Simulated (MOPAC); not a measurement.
Input file for MOPAC: PM3 on H4O2Si (SMILES O[SiH2]O), a point of a torsion scan.

```
PM3 1SCF PRECISE CHARGE=0 THREADS=1
H4O2Si

O     -1.30041404 1     0.58139020 1     0.30866431 1
Si    -0.11886963 1    -0.49771477 1     0.00220374 1
O      1.29759975 1     0.22240539 1    -0.36012045 1
H     -1.23918382 1     1.48285257 1     0.00553266 1
H     -0.37731374 1    -1.22014282 1    -1.23172075 1
H     -0.05589517 1    -1.28652602 1     1.22351730 1
H      1.81908847 1     0.67820124 1     0.29442933 1
```

Output:

```
*******************************************************************************
 **                                                                           **
 **                              MOPAC v23.2.5                                **
 **                                                                           **
 *******************************************************************************
 ** MOPAC's Digital Object Identifier: https://doi.org/10.5281/zenodo.6511958 **
 **                                                                           **
 ** Please cite the open-source release paper for use of this MOPAC version:  **
 ** J. E. Moussa and J. J. P. Stewart (2026)                                  **
 ** MOPAC: An open-source semiempirical molecular orbital program             **
 ** J. Open Source Softw., 11(119), 8025, https://doi.org/10.21105/joss.08025 **
 *******************************************************************************

                              PM3 CALCULATION RESULTS

 *******************************************************************************
 *  PM3        - The PM3 Hamiltonian to be used
 *
 *
 *
 *                 CHARGE ON SYSTEM = 0
 *
 *
 *
 *  PRECISE    - TIGHTER CRITERIA TO BE USED
 *  1SCF       - DO 1 SCF AND THEN STOP
 *  THREADS=1  - MULTI-THREADING NOT USED
 *  T=         - A TIME OF 172800.0 SECONDS REQUESTED
 *  DUMP=N     - RESTART FILE WRITTEN EVERY 7200.0 SECONDS REQUESTED
 *******************************************************************************
PM3 1SCF PRECISE CHARGE=0 THREADS=1
 H4O2Si

   ATOM   CHEMICAL          X               Y               Z
  NUMBER   SYMBOL      (ANGSTROMS)     (ANGSTROMS)     (ANGSTROMS)

     1       O         -1.30041404  *   0.58139020  *   0.30866431  *
     2      Si         -0.11886963  *  -0.49771477  *   0.00220374  *
     3       O          1.29759975  *   0.22240539  *  -0.36012045  *
     4       H         -1.23918382  *   1.48285257  *   0.00553266  *
     5       H         -0.37731374  *  -1.22014282  *  -1.23172075  *
     6       H         -0.05589517  *  -1.28652602  *   1.22351730  *
     7       H          1.81908847  *   0.67820124  *   0.29442933  *



          CARTESIAN COORDINATES

    NO.       ATOM           X           Y           Z

     1         O         -1.3004      0.5814      0.3087
     2        Si         -0.1189     -0.4977      0.0022
     3         O          1.2976      0.2224     -0.3601
     4         H         -1.2392      1.4829      0.0055
     5         H         -0.3773     -1.2201     -1.2317
     6         H         -0.0559     -1.2865      1.2235
     7         H          1.8191      0.6782      0.2944

  H: (PM3): J. J. P. STEWART, J. COMP. CHEM. 10, 209 (1989).
  O: (PM3): J. J. P. STEWART, J. COMP. CHEM. 10, 209 (1989).
 Si: (PM3): J. J. P. STEWART, J. COMP. CHEM. 10, 209 (1989).

           Empirical Formula: H4 O2 Si  =     7 atoms



      MOLECULAR POINT GROUP   :   C1


      RHF CALCULATION, NO. OF DOUBLY OCCUPIED LEVELS = 10


 -------------------------------------------------------------------------------
 PM3 1SCF PRECISE CHARGE=0 THREADS=1
 H4O2Si



     1SCF WAS SPECIFIED, SO BFGS WAS NOT USED
     SCF FIELD WAS ACHIEVED


                              PM3 CALCULATION
                                                       MOPAC v23.2.5 Linux




          FINAL HEAT OF FORMATION =       -137.99196 KCAL/MOL =    -577.35835 KJ/MOL


          COSMO AREA              =         93.71 SQUARE ANGSTROMS
          COSMO VOLUME            =         79.39 CUBIC ANGSTROMS

          IONIZATION POTENTIAL    =          9.723458 EV
          HOMO LUMO ENERGIES (EV) =         -9.723  1.344
          NO. OF FILLED LEVELS    =         10
          MOLECULAR WEIGHT        =         64.1159         POINT GROUP:  C1

          MOLECULAR DIMENSIONS (Angstroms)

            Atom       Atom       Distance
            H     7    H     5     3.27979
            H     4    H     6     3.23940
            O     3    O     1     2.15255


          SCF CALCULATIONS        =          1





   ATOM   CHEMICAL          X               Y               Z
  NUMBER   SYMBOL      (ANGSTROMS)     (ANGSTROMS)     (ANGSTROMS)

     1       O         -1.30041404  *   0.58139020  *   0.30866431  *
     2      Si         -0.11886963  *  -0.49771477  *   0.00220374  *
     3       O          1.29759975  *   0.22240539  *  -0.36012045  *
     4       H         -1.23918382  *   1.48285257  *   0.00553266  *
     5       H         -0.37731374  *  -1.22014282  *  -1.23172075  *
     6       H         -0.05589517  *  -1.28652602  *   1.22351730  *
     7       H          1.81908847  *   0.67820124  *   0.29442933  *

                             CARTESIAN COORDINATES

   1    O       -1.300414040     0.581390200     0.308664310
   2   Si       -0.118869630    -0.497714770     0.002203740
   3    O        1.297599750     0.222405390    -0.360120450
   4    H       -1.239183820     1.482852570     0.005532660
   5    H       -0.377313740    -1.220142820    -1.231720750
   6    H       -0.055895170    -1.286526020     1.223517300
   7    H        1.819088470     0.678201240     0.294429330


           Empirical Formula: H4 O2 Si  =     7 atoms



      MOLECULAR POINT GROUP   :   C1


                  EIGENVALUES
 -35.93630 -35.49382 -17.46352 -16.97054 -14.29246 -13.48796 -13.10451 -11.30559
 -10.90196  -9.72346   1.34378   1.78523   2.41065   2.87946   5.46352   5.89975


              NET ATOMIC CHARGES AND DIPOLE CONTRIBUTIONS

  ATOM NO.   TYPE          CHARGE      No. of ELECS.   s-Pop       p-Pop
    1          O          -0.525931        6.5259     1.74276     4.78317
    2         Si           0.916353        3.0836     0.89152     2.19213
    3          O          -0.515151        6.5152     1.74437     4.77078
    4          H           0.202419        0.7976     0.79758
    5          H          -0.128639        1.1286     1.12864
    6          H          -0.142334        1.1423     1.14233
    7          H           0.193284        0.8067     0.80672
 DIPOLE           X         Y         Z       TOTAL
 POINT-CHG.     0.306    -0.505     0.324     0.674
 HYBRID         0.430     1.065     0.257     1.177
 SUM            0.736     0.560     0.582     1.093


          ATOMIC ORBITAL ELECTRON POPULATIONS

     Atom    s        px        py        pz
    1  O   1.74276   1.67577   1.26105   1.84635
    2 Si   0.89152   0.58024   0.76142   0.85047
    3  O   1.74437   1.49509   1.72416   1.55153
    4  H   0.79758
    5  H   1.12864
    6  H   1.14233
    7  H   0.80672

 **********************
 *                    *
 * JOB ENDED NORMALLY *
 *                    *
 **********************




 == MOPAC DONE ==
```

The run finished.

Cost: very roughly 0.010 core-seconds.
